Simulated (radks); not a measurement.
The numbers below are computed, except where a source is named.
Initial-state core-level shifts of the osmium ion Os3+ when its valence configuration changes from [Xe] 4f14 5d5. Level of theory: scalar-relativistic Kohn-Sham, r2SCAN, spin-polarised, spherical densities, finite nucleus; open shells are filled with parallel spins first (spin-orbit coupling, left out, can overturn this in heavy ions); meta-GGA in the generalised Kohn-Sham scheme; Fermi nuclear charge, rms radius 5.4126 fm (a radial shooting solver on a logarithmic mesh with Libxc functionals). Shifts are changes of the shell-averaged eigenvalues in eV (positive: less bound); the change of the density at the nucleus, which sets a Mossbauer isomer shift, is in e/bohr^3, on a base of 1.788e+06.

\begin{tabular}{lrrrrr}
valence & 1s & 2s & 2p & 3d & density at nucleus \\ \hline
4f13 5d5 6s1 & -15.587 & -16.767 & -16.622 & -18.176 & +318.6 \\
4f13.5 5d5 6s0.5 & -7.691 & -8.269 & -8.197 & -8.961 & +154.8 \\
4f13.5 5d5 6p0.5 & -8.444 & -9.006 & -8.935 & -9.704 & +58.6 \\
4f14 5d4 6p1 & -5.651 & -5.787 & -5.789 & -5.737 & +16.3 \\
4f13 5d5 6p1 & -17.077 & -18.227 & -18.081 & -19.647 & +119.2 \\
4f14 5d3 6p2 & -11.289 & -11.575 & -11.581 & -11.461 & +35.1 \\
4f14 5d4.5 6p0.5 & -2.831 & -2.898 & -2.899 & -2.874 & +8.0 \\
4f13 5d6 & -11.620 & -12.616 & -12.468 & -14.080 & +101.2 \\
4f11.5 5d7 6s0.5 & -31.928 & -34.665 & -34.270 & -38.485 & +372.9 \\
\end{tabular}
